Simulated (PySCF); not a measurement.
# Two-component Hartree-Fock for P(3+) (phosphorus, charge +3)

Start: [Ne] 3p2; 3p3/2 filled at m_j = +1/2, +3/2. Calculated with PySCF 2.14 in x2c-SVPall-2c with one added diffuse shell each of s, p type (5s5p1d, 25 functions): generalised Hartree-Fock with the X2C-1e Hamiltonian and a Gaussian nucleus; one run each with spin-orbit coupling (SO) switched off, then screened by Boettger's factors. This is a chosen level, not necessarily the ground level.

```json
{"spinor shell": "1s1/2", "electrons": "2", "ε, spin-free (eV)": "-2223.2", "ε, screened SO (eV)": "-2223.2", "weight of nominal j (screened SO)": "1.000", "rms radius, screened SO (bohr)": "0.120"}
{"spinor shell": "2s1/2", "electrons": "2", "ε, spin-free (eV)": "-245.74", "ε, screened SO (eV)": "-245.75", "weight of nominal j (screened SO)": "1.000", "rms radius, screened SO (bohr)": "0.561"}
{"spinor shell": "2p1/2", "electrons": "2", "ε, spin-free (eV)": "-188.11", "ε, screened SO (eV)": "-188.86", "weight of nominal j (screened SO)": "0.819", "rms radius, screened SO (bohr)": "0.535"}
{"spinor shell": "3p3/2", "electrons": "2", "ε, spin-free (eV)": "-41.467", "ε, screened SO (eV)": "-41.453", "weight of nominal j (screened SO)": "0.821", "rms radius, screened SO (bohr)": "2.00"}
```

Q: Where does 2p3/2 lie, and what is the 2p spin-orbit splitting (screened SO)?

A: At -187.76 eV, 1.109 eV above 2p1/2.

```csv
quantity,spin-free,screened SO
E (hartree),-338.54280,-338.54192
M_J,2,2
⟨J²⟩,6.000,6.000
⟨L²⟩,2.000,2.003
⟨S²⟩,2.000,1.999
```

Each row is a mean over spinors that exchange with the open shell spreads, by up to 1.742 eV (2p3/2).

Rows whose weight is well below 1 are mixtures of j = l ± 1/2: exchange outweighs spin-orbit coupling there, and the label is only the starting occupation.

Without spin-orbit coupling the j labels of p, d and f shells carry no meaning; the spin-free column gives the mean over the occupied spinors of each nl shell.
